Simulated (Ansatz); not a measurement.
`[NH2][GaH][SiH3]` + `OBF` → `FBO[SiH3]` + `[NH2][GaH2]`  (cleavage of the Si–Ga bond)

Computed with Ansatz on PBE0-D4/def2-TZVP structures; ΔE is electronic, products minus reactants. CBS: MP2 limit from def2 TZ/QZ plus the TZ coupled-cluster correction, frozen cores. This one scheme is used for every species. DFT in def2-TZVPP. For Ga outer-core shells are correlated without core-valence functions, which leaves a few kJ/mol of doubt a bond. Scalar relativity is left out up to krypton. Each species was taken in one conformer, which may not be the lowest.

```csv
level,ΔE (kJ/mol)
LDA (SPW92),-44.9
PBE-D4,-40.1
r2SCAN-D4,-59.0
B97M-V,-67.1
CAM-B3LYP-D4,-71.2
PBE-QIDH,-61.1
revPBE,-40.0
MP2/CBS(def2),-69.0
```

Question: What does CCSD(T)/CBS give? (An estimate is asked.)

Answer: The calculation gave: -62.5 kJ/mol. The listed levels differ from it by 17.6, 22.4, 3.5, -4.6, -8.7, 1.4, 22.5, -6.5 kJ/mol.

Largest T1 diagnostic among the species: 0.015.

From BLYP to BHLYP (50 % exact exchange), in def2-TZVPP and without D4, ΔE moves by −17.4 kJ/mol. In def2-TZVPP, CCSD(T) changes the Hartree–Fock value by +27.9 kJ/mol (the triples alone add +3.5 kJ/mol) and MP2 by +21.5 kJ/mol. At CCSD(T), def2-SVP lies +10.3 kJ/mol from the extrapolated value and def2-TZVPP −0.8 kJ/mol.
